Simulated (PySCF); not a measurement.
C2H3F2Ga, SMILES [Ga]([CH]=C)([F])[F]. Atoms are numbered in the order given.

```xyz
8

Ga     0.0421    -0.3199     0.0000
F      0.9727    -1.8039     0.0000
F     -1.6886    -0.6084     0.0000
C      0.7572     1.4717     0.0000
C     -0.0675     2.5318     0.0000
H      1.8422     1.6229     0.0000
H      0.3142     3.5598     0.0000
H     -1.1571     2.4230     0.0000
```
Charge 0, spin multiplicity 1.

The structure is a stationary point at TPSSh-D3(BJ)/def2-SVP. The structure was generated by enumeration; whether it is a known compound was not checked. One conformer was computed; it need not be the lowest.

The numbers are results of r2SCAN/def2-TZVP (PySCF), not measurements.

Symmetry labels are those of the subgroup Cs that the program uses (full group Cs).

List the valence orbital energies around the gap with their symmetry. (Estimate from the structure and the level; the computed values follow.)


```tsv
orbital	symmetry	energy (eV)
HOMO−7	A'	-11.00
HOMO−6	A'	-10.32
HOMO−5	A"	-9.80
HOMO−4	A'	-9.65
HOMO−3	A"	-9.34
HOMO−2	A'	-9.16
HOMO−1	A'	-8.28
HOMO	A"	-7.97
LUMO	A"	-2.49
LUMO+1	A'	-1.36
LUMO+2	A"	-0.05
LUMO+3	A'	0.98
```
